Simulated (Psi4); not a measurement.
C5H10O2, charge +1, doublet, geometry from GFN2-xTB (a state made from the parent by changing its charge; the spin is typed, not shown lowest). Base run: HF/STO-3G (Psi4 1.11).

Input for Psi4:
```
memory 2 GB

molecule mol {
1 2
  C    -0.806352    0.198690    1.531121
  C    -0.637274    0.164710    0.030526
  C    -1.548476   -0.812213   -0.661310
  C    -0.549972    1.508840   -0.655866
  C     0.934292   -0.368076   -0.119253
  O     1.726726    0.436173    0.491774
  O     1.115865   -1.357051   -0.732511
  H    -0.154168    0.926801    2.006921
  H    -1.844276    0.474096    1.743707
  H    -0.662128   -0.779148    1.991305
  H    -2.580120   -0.468039   -0.568159
  H    -1.500896   -1.803148   -0.215030
  H    -1.330206   -0.893609   -1.723709
  H     0.098923    2.203741   -0.128479
  H    -0.235023    1.429103   -1.696561
  H    -1.558815    1.933012   -0.683790
  H     2.672678    0.192508    0.448373
}

set basis sto-3g
set reference uhf
set stability_analysis check
set scf_type pk

energy('scf')
print_variables()
```

The bond that is stretched is that between atoms 16 and 4. A test that says stable can miss a lower solution.

Variants of this job, named by their change:

```json
[
 {"change": "base", "ΔE vs base (kcal/mol)": "0.000", "<S^2>": "0.773"},
 {"change": "stability_analysis = follow; reference = uhf", "ΔE vs base (kcal/mol)": "0.000", "<S^2>": "0.773"},
 {"change": "bond × 1.25", "ΔE vs base (kcal/mol)": "27.89", "<S^2>": "0.774"},
 {"change": "stability_analysis = follow; reference = uhf; bond × 1.25", "ΔE vs base (kcal/mol)": "27.89", "<S^2>": "0.774"},
 {"change": "bond × 1.5", "ΔE vs base (kcal/mol)": "74.1", "<S^2>": "1.029"},
 {"change": "stability_analysis = follow; reference = uhf; bond × 1.5", "ΔE vs base (kcal/mol)": "74.1", "<S^2>": "1.029"},
 {"change": "bond × 1.8", "ΔE vs base (kcal/mol)": "100.0", "<S^2>": "1.504"},
 {"change": "stability_analysis = follow; reference = uhf; bond × 1.8", "ΔE vs base (kcal/mol)": "100.0", "<S^2>": "1.504"},
 {"change": "bond × 2.2", "ΔE vs base (kcal/mol)": "136.9", "<S^2>": "0.784"},
 {"change": "stability_analysis = follow; reference = uhf; bond × 2.2", "ΔE vs base (kcal/mol)": "109.0", "<S^2>": "1.685"},
 {"change": "bond × 3.0", "ΔE vs base (kcal/mol)": "138.7", "<S^2>": "0.750"},
 {"change": "stability_analysis = follow; reference = uhf; bond × 3.0", "ΔE vs base (kcal/mol)": "111.3", "<S^2>": "1.732"}
]
```

Psi4 reported an instability in these rows: bond × 2.2; stability_analysis = follow; reference = uhf; bond × 2.2; bond × 3.0; stability_analysis = follow; reference = uhf; bond × 3.0 (restricted rows aren't judged here).

On stretching, the SCF can end on different states; <S^2> shows the spin contamination of each.
